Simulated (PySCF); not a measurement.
# How methods differ on the excitation energy of Tc

Tc [Kr] 4d5 5s2 (6S) → Tc [Kr] 4d7 (4F), as a difference of total energies. Calculation: PySCF 2.14, in ANO-RCC-VTZP; the spin-free X2C one-electron Hamiltonian (Gaussian nucleus). Correlated levels: valence: [Kr] frozen; valence and next inner shell: [Ar] 3d10 frozen. The calculations carry no spin-orbit coupling.

```json
{"method": "UHF", "excitation energy (eV)": "3.601"}
{"method": "LDA", "excitation energy (eV)": "1.729"}
{"method": "PBE", "excitation energy (eV)": "1.592"}
{"method": "PBE0", "excitation energy (eV)": "1.845"}
{"method": "r2SCAN", "excitation energy (eV)": "1.964"}
{"method": "M06-2X", "excitation energy (eV)": "1.925"}
{"method": "M06", "excitation energy (eV)": "1.991"}
{"method": "B97-3", "excitation energy (eV)": "1.799"}
{"method": "MP2 (valence)", "excitation energy (eV)": "2.328"}
{"method": "SCS-MP2 (valence)", "excitation energy (eV)": "1.838"}
{"method": "MP2 (valence and next inner shell)", "excitation energy (eV)": "2.437"}
{"method": "SCS-MP2 (valence and next inner shell)", "excitation energy (eV)": "2.253"}
```

How much does correlation contribute at MP2 (valence and next inner shell)?

2.437 − (3.601) = -1.164 eV, measured against UHF.

A first-order spin-orbit estimate (lowest level to lowest level, LS coupling) adds -0.140 eV.
